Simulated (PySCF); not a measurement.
Level of theory: coordinates at the GFN2-xTB level, GIAO PBE0/pcSseg-1 shieldings, in PySCF 2.14.0 with density-fitted response routines (fast rotation and ring inversion assumed for equivalent nuclei, a single conformation, gas phase, non-relativistic).

Shifts are taken against calculated references (same method and geometry level): 1H, 13C against TMS. Shifts are as computed. Against solution values, carbons near 30 ppm lie about +3 ppm off and those near 130 ppm about +5 ppm; carbons on Cl a further +6 ppm. Of 1211 compounds with measured shifts, 218 miss one by over three times the rms of a fit or turn the order of signals round; such compounds aren't used in these exercises. Carbons bonded to Cl come out too deshielded.

Q: Order these molecules by the shift of their most shielded carbon-bound hydrogen, lowest δ first.
A. CP(C(F)=C(F)F)n1cccc1
B. CN1CCC(N([SiH3])[SiH3])=C1F
C. CCc1nc(C(F)(F)F)ccp1
D. CO/C=C\Cl

A: C (1.43 ppm, hydrogen on a methyl carbon), A (1.78 ppm, hydrogen on a methyl carbon bonded to P), B (2.47 ppm, hydrogen on a methyl carbon bonded to N), D (4.32 ppm, hydrogen on a methyl carbon bonded to O).

Q: Order these molecules by the shift of their most deshielded carbon-bound hydrogen, lowest δ first.
A. CO/C=C\Cl
B. CN1CCC(N([SiH3])[SiH3])=C1F
C. CCc1nc(C(F)(F)F)ccp1
D. CP(C(F)=C(F)F)n1cccc1

A: B (3.07 ppm, hydrogen on an sp3 CH2 bonded to N), A (6.29 ppm, hydrogen on an alkene carbon bearing oxygen), D (6.96 ppm, hydrogen on an aromatic CH next to a ring nitrogen), C (9.95 ppm, hydrogen on an aromatic CH).

Q: How many 13C and 1H signals does each give (equivalence by symmetry and fast rotation, but not about amide C–N or C=N bonds)? `CP(C(F)=C(F)F)n1cccc1`, `CO/C=C\Cl`, `CCc1nc(C(F)(F)F)ccp1`, `CN1CCC(N([SiH3])[SiH3])=C1F`

A: CP(C(F)=C(F)F)n1cccc1: 5 C, 3 H; CO/C=C\Cl: 3 C, 3 H; CCc1nc(C(F)(F)F)ccp1: 7 C, 4 H; CN1CCC(N([SiH3])[SiH3])=C1F: 5 C, 4 H.
